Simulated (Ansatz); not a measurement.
Cartesian coordinates in Å:
```
Si 0.2277 0.7837 0.5216
O -0.4228 0.4205 -0.9419
Sn -0.8975 -1.1433 -2.0301
Cl -0.1942 -2.7994 -0.4733
H 1.6048 0.2353 0.6457
H 0.2882 2.2636 0.6514
H -0.6063 0.2397 1.6266
```

The species carries charge 0 and has multiplicity 1. Sn: def2 effective core potential.

Q: List the ωB97M-V/def2-TZVPP orbital energies in eV (Ansatz). (An estimate is asked.)

A: Computed: Occupied: -2771.36, -1807.10, -525.87, -261.75, -199.19, -199.12, -199.10, -148.09, -143.90, -102.22, -102.19, -102.19, -98.61, -98.43, -98.32, -32.39, -32.12, -32.07, -31.98, -31.83, -29.30, -24.81, -18.00, -15.79, -13.50, -13.23, -13.07, -11.36, -11.26, -10.90, -10.85, -10.24. Lowest empty: -1.04, 0.83, 1.18, 2.53, 3.34, 3.75, 3.86, 3.98.
